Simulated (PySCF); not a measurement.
The same groups moved round the core (quinoline fluoro+boryl). Gas-phase values, no solvent. One relaxed conformer stands for each flexible species; it need not be the lowest. Strings in code marks are SMILES.

The numbers are results of B3LYP-D3(BJ)/def2-TZVP // B3LYP-D3(BJ)/def2-SVP run with PySCF 2.14.0, not measurements. All candidates: neutral, multiplicity 1. B3LYP has the VWN-RPA correlation part, as in Gaussian. Excitations are Tamm–Dancoff values on a coarser integration grid. The basis has no diffuse functions, so Rydberg states are missing or too high.

```json
{
 "LUMO": "-2.62 eV",
 "HOMO–LUMO gap": "4.32 eV",
 "brightest of the four lowest singlets (TDA)": "4.23 eV"
}
```

Question: Name which member has these values.
(A) `Bc1ccc(F)c2ncccc12`
(B) `Bc1cc(F)nc2ccccc12`
(C) `Bc1cc2cccnc2cc1F`
(D) `Bc1cc2ncccc2cc1F`

Answer: A, `Bc1ccc(F)c2ncccc12`. The others give `Bc1cc2ncccc2cc1F`: -2.75 eV, 4.13 eV, 4.41 eV; `Bc1cc2cccnc2cc1F`: -2.74 eV, 4.17 eV, 4.42 eV; `Bc1cc(F)nc2ccccc12`: -3.06 eV, 3.87 eV, 3.82 eV
